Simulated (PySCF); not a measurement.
Start geometry of 4-dimethylaminostyrene, `C=Cc1ccc(N(C)C)cc1` from GFN2-xTB (Å):
```
atom  x, y, z in Å
C1     4.2897   -0.6698    0.4482
C2     3.4506   -0.1270   -0.4282
C3     2.0040   -0.0429   -0.3213
C4     1.2747    0.5677   -1.3429
C5    -0.0977    0.6720   -1.2991
C6    -0.8270    0.1658   -0.2140
N7    -2.1938    0.2914   -0.1356
C8    -2.9310    0.8824   -1.2241
C9    -2.9276   -0.4919    0.8293
C10   -0.0954   -0.4545    0.8104
C11    1.2763   -0.5512    0.7558
H12    3.9609   -1.1209    1.3689
H13    5.3520   -0.6832    0.2718
H14    3.8572    0.3095   -1.3338
H15    1.8014    0.9671   -2.1991
H16   -0.6018    1.1446   -2.1264
H17   -2.5293    1.8703   -1.4569
H18   -3.9705    1.0093   -0.9279
H19   -2.9022    0.2675   -2.1331
H20   -3.9946   -0.3790    0.6523
H21   -2.6803   -1.5571    0.7600
H22   -2.7161   -0.1509    1.8468
H23   -0.6028   -0.8638    1.6687
H24    1.7915   -1.0359    1.5712
```

Question: What comes out of this run: PySCF, PBE0-D3(BJ)/def2-SVP geometry optimisation, gas phase?

Answer: 
```
atom  x, y, z in Å
C1     4.1666   -0.9575    0.0821
C2     3.3099   -0.4093   -0.7904
C3     1.8523   -0.3262   -0.6909
C4     1.1201    0.3012   -1.7087
C5    -0.2629    0.4112   -1.6685
C6    -0.9992   -0.1087   -0.5823
N7    -2.3680    0.0008   -0.5216
C8    -3.0844    0.6198   -1.6033
C9    -3.0915   -0.6252    0.5519
C10   -0.2653   -0.7496    0.4441
C11    1.1146   -0.8488    0.3839
H12    3.8371   -1.4260    1.0137
H13    5.2415   -0.9542   -0.1114
H14    3.7262    0.0409   -1.6997
H15    1.6557    0.7173   -2.5671
H16   -0.7730    0.9054   -2.4945
H17   -2.7440    1.6552   -1.7797
H18   -4.1524    0.6617   -1.3559
H19   -2.9782    0.0676   -2.5566
H20   -4.1656   -0.4469    0.4186
H21   -2.9329   -1.7193    0.5866
H22   -2.8063   -0.2165    1.5378
H23   -0.7819   -1.1762    1.3034
H24    1.6341   -1.3524    1.2026
```

The energy falls by 0.070 eV over 11 energy and gradient evaluations, the largest force component goes from 0.0110 to 3.6e-04 Eh/bohr, and the atoms move by 0.086 Å rms after alignment. The bond that changes most is C1–H12 (terminal =CH2 carbon to vinylic hydrogen), which lengthens by 0.017 Å. Bonds longer at the end by more than 0.005 Å: 21 of 24; shorter: 1. Among the angles that change most is C8–N7–C9, from 117.9° to 119.9°. Among the dihedrals that turn most is C9–N7–C8–H18, from 25° to 9°. Rotational constants go from 3270, 583.2, 498.7 to 3230, 577.2, 492.8 MHz. The orientation of the end geometry is arbitrary; only internal coordinates are fixed.

The run used 219 basis functions and 78 SCF cycles in all. Time: 4.3 min; peak memory 1.0 GiB. Hardware: an Arm Neoverse V2 with one thread, shared host with 192 logical CPUs at a one-minute load of 21.

No frequency check. One conformer, not necessarily the lowest.
